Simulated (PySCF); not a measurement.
# Te⁺ (tellurium, charge +1) across methods

[Kr] 4d10 5s1 5p3 5d1, high-spin 6D determinant (an excited configuration). Calculation: PySCF 2.14, in aug-cc-pV5Z-PP with ECP28MDF (8s8p6d4f3g2h, 139 functions); a scalar-relativistic core potential.

| method | E (hartree) | mean ε 5s α (eV) | mean ε 5p α (eV) | mean ε 5d α (eV) | Σ⟨r²⟩ (bohr²) | ⟨S²⟩ |
| --- | --- | --- | --- | --- | --- | --- |
| PBE0 | -267.0242 | -29.868 | -18.691 | -6.646 | 56.74 | 8.751 |
| PBE | -266.9905 | -27.694 | -17.313 | -6.007 | 57.04 | 8.751 |
| M06-2X | -266.9597 | -32.013 | -19.937 | -7.055 | 57.18 | 8.751 |
| TPSS | -266.9025 | -27.775 | -17.366 | -5.965 | 56.85 | 8.751 |
| UHF | -266.15017 | -35.619 | -22.257 | -8.340 | 57.00 | 8.753 |
| LDA | -266.5747 | -27.917 | -17.422 | -5.971 | 57.20 | 8.751 |
| r2SCAN | -267.1220 | -28.646 | -17.862 | -5.978 | 56.83 | 8.752 |

(1) Estimate the same row for revPBE.

Energies and moments cover only the electrons outside the core potential. The outer electron is Rydberg-like, and this basis confines it to a smaller radius and binds it less than a complete one would.

Answers

(1) E (hartree) = -267.0580; mean ε 5s α (eV) = -27.647; mean ε 5p α (eV) = -17.286; mean ε 5d α (eV) = -6.014; Σ⟨r²⟩ (bohr²) = 56.95; ⟨S²⟩ = 8.751.
